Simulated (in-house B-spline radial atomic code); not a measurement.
A fraction x of an electron is removed from 3d in V+, starting from [Ar] 3d4 and keeping the highest spin. Level of theory: scalar-relativistic (X2C) TPSS, spin-polarised, spherical fractional occupations, Fermi nucleus of rms radius 3.6002 fm; calculated with a B-spline radial code for spherical atoms.

```
   x  E(x) - E(0) (eV)  3d up level (eV)
   0            0.0000            -9.678
0.02            0.1957            -9.891
0.18            1.9182           -11.657
0.31            3.5309           -13.166
0.48            5.9433           -15.233
 0.5            6.2505           -15.483
0.54            6.8799           -15.988
0.72            9.9664           -18.325
0.76           10.7101           -18.859
0.95           14.5389           -21.464
   1           15.6297           -22.168
```

The exact functional would give a straight line between the two integer points. Deviations E(x) - E(0) - x[E(1) - E(0)], in eV: -0.117 at x = 0.02, -0.895 at x = 0.18, -1.314 at x = 0.31, -1.559 at x = 0.48, -1.564 at x = 0.5, -1.56 at x = 0.54, -1.287 at x = 0.72, -1.168 at x = 0.76, -0.309 at x = 0.95.

The curve lies below the straight line by up to 1.564 eV (at x = 0.5): convex, the delocalisation error that favours fractional charges.

Question: How well does Slater's transition state (minus the level at half occupation) give the ionisation energy?

Answer: It gives 15.483 eV against 15.630 eV from the two total energies; NIST lists 14.63 eV, ground level to ground level.
